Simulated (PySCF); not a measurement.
Species: C5H3NS2.
Cartesian coordinates in Å at the PBE0-D3(BJ)/def2-TZVP level; atoms count from 1:
```
atom  x, y, z in Å
N1     3.6473    0.5101    0.3894
C2     2.8622   -0.2680    0.7254
S3     1.7602   -1.4167    1.2532
C4     0.2735   -0.6891    0.6602
C5     0.0402    0.5696    0.1882
C6    -1.3177    0.7527   -0.1709
C7    -2.0771   -0.3568    0.0400
S8    -1.1484   -1.6497    0.6610
H9     0.8099    1.3242    0.0991
H10   -1.7116    1.6777   -0.5701
H11   -3.1326   -0.4941   -0.1365
```

Computed at PBE0/pcSseg-2 (PySCF, non-relativistic), with Q(14N) = 0.02044 b, Q(33S) = −0.0678 b: N1, 14N (I = 1): χzz = -4.548 MHz, η = 0.500; S3, 33S (I = 3/2): χzz = 45.07 MHz, η = 0.818; S8, 33S (I = 3/2): χzz = -30.61 MHz, η = 0.557.

**Question.** Where would the pure quadrupole (NQR) lines of 14N at N1 fall for the rigid, isolated species?

**Answer.** From ν± = (3/4)|χ|(1 ± η/3) and ν0 = |χ|η/2: ν+ 3.979 MHz, ν− 2.843 MHz, ν0 1.136 MHz (cyano nitrogen).

**Question.** Find the zero-field quadrupole resonance frequencies of 33S at S3.

**Answer.** From ν = (|χ|/2)√(1 + η²/3): ν = 24.92 MHz (sulfur bonded to 2 C).

**Question.** Where would the pure quadrupole (NQR) lines of 33S at S8 fall for the rigid, isolated species?

**Answer.** From ν = (|χ|/2)√(1 + η²/3): ν = 16.07 MHz (thiophene-type sulfur).

In a crystal, neighbours and librations shift these lines. Geometry: PBE0-D3(BJ)/def2-TZVP, one conformer, isolated molecule.
